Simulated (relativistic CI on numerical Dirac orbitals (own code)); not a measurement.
## Slater and spin-orbit integrals, Ho31+

Computed by Dirac-Coulomb-Breit CI, separate exchange-only KLI orbitals for each configuration, a model potential for QED, unscaled Slater integrals (own radial code, finite nucleus).

Slater integrals F^k, G^k are unscaled and averaged over j, outside the closed core [Ar] 3d10; ζ comes from projecting the Hamiltonian with its Breit term on Σ l·s of the shell.

- 4s2.4p5.4d: ζ(4p) = 286310, F^2(4p,4d) = 208390, G^1(4p,4d) = 259240, G^3(4p,4d) = 166070, ζ(4d) = 35656 cm⁻¹; <r>(4p) = 0.4828, <r^2>(4p) = 0.2635, <r>(4d) = 0.4859, <r^2>(4d) = 0.2697 (bohr units).
- 4s.4p6.4d: G^2(4s,4d) = 205090, ζ(4d) = 35867 cm⁻¹; <r>(4s) = 0.4702, <r^2>(4s) = 0.2484, <r>(4d) = 0.486, <r^2>(4d) = 0.2698 (bohr units).
- 4s2.4p5.4f: ζ(4p) = 285490, F^2(4p,4f) = 211520, G^2(4p,4f) = 169890, G^4(4p,4f) = 124640, ζ(4f) = 5379.8 cm⁻¹; <r>(4p) = 0.4831, <r^2>(4p) = 0.2638, <r>(4f) = 0.4606, <r^2>(4f) = 0.2402 (bohr units).

Averages of the first 10 configurations, taken without configuration mixing, which lowers the lowest level and can move excited configurations by several eV; other configurations of the list can lie among them:

```csv
Configuration,Parity,States,Average energy above the lowest level (eV)
4s2.4p6,even,1,0.3
4s2.4p5.4d,odd,60,156.9
4s.4p6.4d,even,20,285.8
4s2.4p5.4f,even,84,321.5
4s.4p6.4f,odd,28,450.7
4s2.4p5.5s,odd,12,510.7
4p6.4d.4f,odd,140,738.2
4s2.4p5.5p,even,36,564.0
4p6.4d2,even,45,575.2
4p5.4d3,odd,720,728.9
```
